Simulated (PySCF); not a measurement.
CH$_{5}$F$_{2}$NOSn (SMILES C[O][Sn]([NH2])([F])[F]), singlet, geometry from GFN2-xTB (such geometries of metal compounds can be far from the true shape) (core potentials on Sn); DF-CAMB3LYP/def2-TZVPP (PySCF).

PySCF was given this input:
```python
from pyscf import gto, scf, dft

mol = gto.M(
    atom='''
C    -2.566460   -0.650775   -0.599693
O    -1.562476    0.333685   -0.681006
Sn    0.244322    0.076276    0.024842
N     1.631762   -0.906798   -1.077220
F     0.913221    1.870669    0.438160
F     0.016172   -0.966545    1.682726
H    -2.744208   -0.984886    0.424485
H    -3.465727   -0.152073   -0.966345
H    -2.349833   -1.511656   -1.235001
H     2.194693   -1.487821   -0.460204
H     2.260655   -0.231721   -1.506270
''',
    basis='def2-tzvpp',
    ecp={'Sn': 'def2-tzvpp'},
    charge=0,
    spin=0,
    verbose=4,
    max_memory=1800,
)

mf = dft.RKS(mol)
mf.xc = 'camb3lyp'
mf = mf.density_fit(auxbasis='def2-universal-jkfit')
mf.kernel()
```

The log (banner, timings and long lists left out):

```
PySCF version 2.14.0

[INPUT] verbose = 4
[INPUT] num. atoms = 11
[INPUT] num. electrons = 66
[INPUT] charge = 0
[INPUT] spin (= nelec alpha-beta = 2S) = 0
[INPUT] symmetry False subgroup None
[INPUT] Mole.unit = angstrom
[INPUT] Symbol           X                Y                Z      unit          X                Y                Z       unit  Magmom
[INPUT]  1 C     -2.566460000000  -0.650775000000  -0.599693000000 AA   -4.849906509651  -1.229786518714  -1.133255528819 Bohr   0.0
[INPUT]  2 O     -1.562476000000   0.333685000000  -0.681006000000 AA   -2.952651716206   0.630573261875  -1.286914829186 Bohr   0.0
[INPUT]  3 Sn     0.244322000000   0.076276000000   0.024842000000 AA    0.461701666206   0.144140749877   0.046944576386 Bohr   0.0
[INPUT]  4 N      1.631762000000  -0.906798000000  -1.077220000000 AA    3.083583280473  -1.713599870303  -2.035650775904 Bohr   0.0
[INPUT]  5 F      0.913221000000   1.870669000000   0.438160000000 AA    1.725737581201   3.535052079714   0.828002398739 Bohr   0.0
[INPUT]  6 F      0.016172000000  -0.966545000000   1.682726000000 AA    0.030560650886  -1.826505337068   3.179891282685 Bohr   0.0
[INPUT]  7 H     -2.744208000000  -0.984886000000   0.424485000000 AA   -5.185801548840  -1.861164803918   0.802160393986 Bohr   0.0
[INPUT]  8 H     -3.465727000000  -0.152073000000  -0.966345000000 AA   -6.549274852510  -0.287376320941  -1.826127391843 Bohr   0.0
[INPUT]  9 H     -2.349833000000  -1.511656000000  -1.235001000000 AA   -4.440540808465  -2.856615834556  -2.333813653564 Bohr   0.0
[INPUT] 10 H      2.194693000000  -1.487821000000  -0.460204000000 AA    4.147368697500  -2.811574212377  -0.869659521429 Bohr   0.0
[INPUT] 11 H      2.260655000000  -0.231721000000  -1.506270000000 AA    4.272018812129  -0.437889227310  -2.846437769649 Bohr   0.0

nuclear repulsion = 384.472973000296
number of shells = 101
number of NR pGTOs = 401
number of NR cGTOs = 275
basis = def2-tzvpp
ecp = {'Sn': 'def2-tzvpp'}

******** <class 'pyscf.df.df_jk.DFRKS'> ********
method = DFRKS
initial guess = minao
damping factor = 0
level_shift factor = 0
DIIS = <class 'pyscf.scf.diis.CDIIS'>
diis_start_cycle = 1
diis_space = 8
diis_damp = 0
SCF conv_tol = 1e-09
SCF conv_tol_grad = None
SCF max_cycles = 50
direct_scf = False
XC library pyscf.dft.libxc version 7.1.2
    S. Lehtola, C. Steigemann, M. J. T. Oliveira, and M. A. L. Marques,  SoftwareX 7, 1–5 (2018)
XC functionals = camb3lyp
    T. Yanai, D. P. Tew, and N. C. Handy,  Chem. Phys. Lett. 393, 51 (2004)
radial grids:
    Treutler-Ahlrichs [JCP 102, 346 (1995); DOI:10.1063/1.469408] (M4) radial grids

becke partition: Becke, JCP 88, 2547 (1988); DOI:10.1063/1.454033
pruning grids: <function nwchem_prune>
grids dens level: 3
symmetrized grids: False
atomic radii adjust function: <function treutler_atomic_radii_adjust>
small_rho_cutoff = 0
Set gradient conv threshold to 3.16228e-05
Initial guess from minao.
tot grids = 141624
******** <class 'pyscf.df.df.DF'> ********
auxbasis = def2-universal-jkfit
Create RSH-DF object <pyscf.df.df.DF object> for omega=0.33
******** <class 'pyscf.df.df.DF'> ********
auxbasis = auxmol.basis = def2-universal-jkfit
init E= -548.270729221507
  HOMO = -0.613135967325033  LUMO = -0.580442634641351  gap/eV = 0.88963
cycle= 1 E= -583.772445270072  delta_E= -35.5  |g|= 2.65  |ddm|= 31.6
  HOMO = -0.10191019800938  LUMO = -0.0133183593674815  gap/eV = 2.41071
cycle= 2 E= -583.924281976975  delta_E= -0.152  |g|= 2.93  |ddm|= 7.65
  HOMO = -0.31651527017798  LUMO = -0.0408412294378877  gap/eV = 7.50147
cycle= 3 E= -585.164064599842  delta_E= -1.24  |g|= 0.358  |ddm|= 2.47
  HOMO = -0.359976362598132  LUMO = -0.0625500891655477  gap/eV = 8.09338
cycle= 4 E= -585.172045871453  delta_E= -0.00798  |g|= 0.334  |ddm|= 0.453
  HOMO = -0.372679178204469  LUMO = -0.0566740175277261  gap/eV = 8.59894
cycle= 5 E= -585.190449725455  delta_E= -0.0184  |g|= 0.0349  |ddm|= 0.213
  HOMO = -0.367719337032508  LUMO = -0.0505796787864625  gap/eV = 8.62981
cycle= 6 E= -585.190774219831  delta_E= -0.000324  |g|= 0.0126  |ddm|= 0.0431
  HOMO = -0.369067353820071  LUMO = -0.0508047368815063  gap/eV = 8.66037
cycle= 7 E= -585.190828779926  delta_E= -5.46e-05  |g|= 0.00629  |ddm|= 0.021
  HOMO = -0.368855550578918  LUMO = -0.0509116485807937  gap/eV = 8.65169
cycle= 8 E= -585.190840390256  delta_E= -1.16e-05  |g|= 0.00239  |ddm|= 0.00849
  HOMO = -0.368756015478358  LUMO = -0.0510147644942336  gap/eV = 8.64618
cycle= 9 E= -585.190842455636  delta_E= -2.07e-06  |g|= 0.00088  |ddm|= 0.00428
  HOMO = -0.368702928778515  LUMO = -0.0510192370320297  gap/eV = 8.64461
cycle= 10 E= -585.190842704412  delta_E= -2.49e-07  |g|= 0.000307  |ddm|= 0.00148
  HOMO = -0.368712933045826  LUMO = -0.0510138057664307  gap/eV = 8.64503
cycle= 11 E= -585.190842732494  delta_E= -2.81e-08  |g|= 0.000175  |ddm|= 0.00052
  HOMO = -0.368696409539194  LUMO = -0.0510159888654051  gap/eV = 8.64452
cycle= 12 E= -585.190842740168  delta_E= -7.67e-09  |g|= 4.18e-05  |ddm|= 0.000228
  HOMO = -0.368702791260741  LUMO = -0.051021431528671  gap/eV = 8.64455
cycle= 13 E= -585.190842740582  delta_E= -4.14e-10  |g|= 2.33e-05  |ddm|= 6.59e-05
  HOMO = -0.368698714819223  LUMO = -0.0510191648861991  gap/eV = 8.64450
Extra cycle  E= -585.190842740521  delta_E= 6.12e-11  |g|= 3.37e-05  |ddm|= 3.46e-05
converged SCF energy = -585.190842740521
```
